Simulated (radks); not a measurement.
Radial electron density D(r) = 4 pi r^2 rho(r) of an atom or ion with 45 electrons. All-electron calculation, scalar-relativistic Kohn-Sham, PBE, spin-polarised, spherical densities, point nucleus. Program: a radial shooting solver on a logarithmic mesh with Libxc functionals.

```
   r/bohr * D(r) (the largest magnitude, 70.7, reaches the edge; | marks zero)
 0.002695 |    *
 0.003623 |      *
 0.004833 |          *
 0.006497 |                *
 0.008666 |                        *
  0.01165 |                                *
  0.01566 |                                       *
  0.02089 |                                           *
  0.02809 |                                          *
  0.03776 |                                      *
  0.05037 |                                      *
  0.06772 |                                             *
  0.09105 |                                                      *
   0.1214 |                                                    *
   0.1633 |                                       *
   0.2178 |                                    *
   0.2928 |                                           *
   0.3936 |                                    *
    0.525 |                 *
   0.7058 |          *
    0.949 |           *
    1.266 |        *
    1.702 |   *
    2.288 | *
    3.051 |*
    4.103 *
    5.472 *
    7.357 *
    9.891 *
```

What is the nuclear charge?

Answer. Z = 45. The innermost maximum, from 1s, lies near gamma/Z bohr with gamma = sqrt(1 - (Z/c)^2) = 0.945, here 0.021 bohr (found: 0.0230), and its height grows with Z. The density is that of neutral rhodium in [Kr] 4d8 5s1; the configuration itself is not fixed sharply by these data, and Z only to a few units. D(r) has 4 maxima, at r = 0.0230, 0.101, 0.307, 0.926 bohr, and minima at 0.0454, 0.199, 0.711 bohr, inside which lie 2.01, 11.12, 29.07 electrons.
